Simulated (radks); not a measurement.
Effect of the nuclear size on the europium ion Eu29+, [Ar] 3d10 4s2 4p4. Calculated with a radial shooting solver on a logarithmic mesh with Libxc functionals: Dirac Kohn-Sham, relativistic LDA (MacDonald-Vosko exchange, VWN5 correlation), spin-unpolarised, spherical densities, finite nucleus; open shells fill j = l - 1/2 first; Fermi nuclear charge, rms radius 5.1115 fm. The rms radius is varied about that value; shifts are against it.

| rms radius (fm) | total energy shift (eV) | density at nucleus (e/bohr^3) | 1s1/2 shift (meV) | 2s1/2 shift (meV) | 3p1/2 shift (meV) | 4s1/2 shift (meV) | 4p1/2 shift (meV) | 4p3/2 shift (meV) | 5s1/2 (empty) shift (meV) |
|---|---|---|---|---|---|---|---|---|---|
| 4.5952 | -3.56 | 5.878e+05 | -1460 | -186 | 1.14 | -12.0 | 0.408 | 0.908 | -5.08 |
| 4.9377 | -1.23 | 5.775e+05 | -503 | -64.4 | 0.394 | -4.14 | 0.141 | 0.314 | -1.75 |
| 5.1115 | 0 | 5.726e+05 | 0.000 | 0.000 | 0.000 | 0.000 | 0.000 | 0.000 | 0.000 |
| 5.6073 | 3.68 | 5.597e+05 | 1510 | 193 | -1.18 | 12.4 | -0.422 | -0.940 | 5.25 |
| 6.2258 | 8.63 | 5.454e+05 | 3530 | 452 | -2.76 | 29.0 | -0.987 | -2.20 | 12.3 |

Slopes of the eigenvalues against <r^2> in GHz/fm^2, as finite differences over the two radii next to the reference (eigenvalue slopes, not the field-shift constants of lines): 1s1/2 68900, 2s1/2 8810, 3p1/2 -53.8, 4s1/2 566, 4p1/2 -19.3, 4p3/2 -42.9, 5s1/2 (empty) 240.
